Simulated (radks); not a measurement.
The numbers below are computed, except where a source is named.
Q: The mean radii <r> (bohr) of the occupied orbitals of an atom or ion are listed with their occupations. Level of theory: Dirac Kohn-Sham, PBE, spin-unpolarised, spherical densities, finite nucleus; Fermi nuclear charge, rms radius of each element as measured or else 0.836 A^(1/3) + 0.57 fm (a radial shooting solver on a logarithmic mesh with Libxc functionals).

| orbital | occ. | <r> |
|---|---|---|
| 1s1/2 | 2 | 0.01687 |
| 2s1/2 | 2 | 0.07047 |
| 2p1/2 | 2 | 0.05798 |
| 2p3/2 | 4 | 0.06653 |
| 3s1/2 | 2 | 0.1833 |
| 3p1/2 | 2 | 0.1736 |
| 3p3/2 | 4 | 0.1893 |
| 3d3/2 | 4 | 0.1648 |
| 3d5/2 | 6 | 0.1696 |
| 4s1/2 | 2 | 0.4070 |
| 4p1/2 | 2 | 0.4094 |
| 4p3/2 | 4 | 0.4434 |
| 4d3/2 | 4 | 0.4519 |
| 4d5/2 | 6 | 0.4630 |
| 5s1/2 | 2 | 0.9252 |
| 4f5/2 | 6 | 0.4949 |
| 4f7/2 | 8 | 0.5018 |
| 5p1/2 | 2 | 0.9973 |
| 5p3/2 | 4 | 1.091 |
| 5d3/2 | 4 | 1.411 |
| 5d5/2 | 4 | 1.456 |

Name the element and its charge. Open shells, if any, fill j = l - 1/2 first.

A: Z = 79, gold, charge +3: Au3+ in [Xe] 4f14 5d8. The 1s radius gives Z: for a bare nucleus <r> = (2 gamma + 1)/(2Z) with gamma = sqrt(1 - (Z/c)^2), 0.01667 bohr for Z = 79, and screening makes it slightly larger (0.01687 here). The occupations add up to 76, and the charge is Z minus that.
